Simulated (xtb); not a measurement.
xtb input:

```bash
xtb mol.xyz --gfn 1 --sp --chrg 0 --uhf 0
```
mol.xyz:
```
18

C     -0.81304169    -1.01525054     1.44604374
Si    -0.08725836    -0.36530224    -0.15600660
C     -1.44449704     0.29489207    -1.26857396
C      0.88726965    -1.71254689    -1.03290854
C      1.11538631     1.04589406     0.24532136
O      0.38387615     2.08378450     0.91639210
H     -0.03641283    -1.43091284     2.09223273
H     -1.54837097    -1.80124702     1.25882143
H     -1.30811941    -0.21080963     1.99306649
H     -2.18744330    -0.47530073    -1.48854153
H     -1.95534136     1.13204548    -0.78933156
H     -1.03926220     0.64979749    -2.21900261
H      0.24031592    -2.55494997    -1.28898356
H      1.69398284    -2.09598705    -0.40381732
H      1.33186091    -1.34465702    -1.96057441
H      1.57140486     1.42124329    -0.68101385
H      1.93338629     0.67020479     0.87513919
H      0.98390378     2.80659629     1.12566498
```

Problem. What final total energy does it print?

Solution. -21.46416 Eh (GFN1-xTB).
